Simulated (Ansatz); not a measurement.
Consider the redistribution: `[SiH3][N]([SiH3])[Mg][N]([SiH3])[SiH3]` + `[NH2][GeH]([F])[Cl]` → `[NH2][Mg][N]([SiH3])[SiH3]` + `[F][GeH]([Cl])[N]([SiH3])[SiH3]`.

Isolated molecules relaxed with PBE0-D4/def2-TZVP in Ansatz; ΔE leaves out vibrations. CCSD(T)/CBS adds triple-zeta CCSD(T) − MP2 to the extrapolated MP2 energy (def2 sets, frozen cores). Functionals use def2-TZVPP. B3LYP here is the variant with VWN-RPA as its local correlation; programs differ in this. For Ge, Mg outer-core shells are correlated without core-valence functions, which leaves a few kJ/mol of doubt a bond. Scalar relativity is left out up to krypton. One conformer a species, not always the lowest.

```json
{"level": "r2SCAN0-D4", "ΔE (kJ/mol)": "32.7"}
{"level": "B3LYP", "ΔE (kJ/mol)": "27.8"}
{"level": "CCSD/def2-SVP", "ΔE (kJ/mol)": "19.4"}
{"level": "MP2/def2-QZVPP", "ΔE (kJ/mol)": "28.6"}
```

(1) What does CCSD(T)/CBS give? (Estimate.)

Largest T1 diagnostic among the species: 0.012.

Results:

(1) Computed: +33.5 kJ/mol. The listed levels differ from it by -0.8, -5.7, -14.1, -4.9 kJ/mol.

The D4 term adds −3.5 kJ/mol with B3LYP and −1.5 kJ/mol with PBE0; it sums over pairs of atoms, weighted by their polarisabilities, and B3LYP, whose exchange is more repulsive, gets the larger term. At CCSD(T), def2-SVP lies −13.6 kJ/mol from the extrapolated value and def2-TZVPP −7.7 kJ/mol. Leaving LDA and LC-ωPBE aside and taking each functional with its dispersion term where it has one, the values, not all of them listed here, spread over 11.4 kJ/mol, from BLYP-D4 to B97M-V.
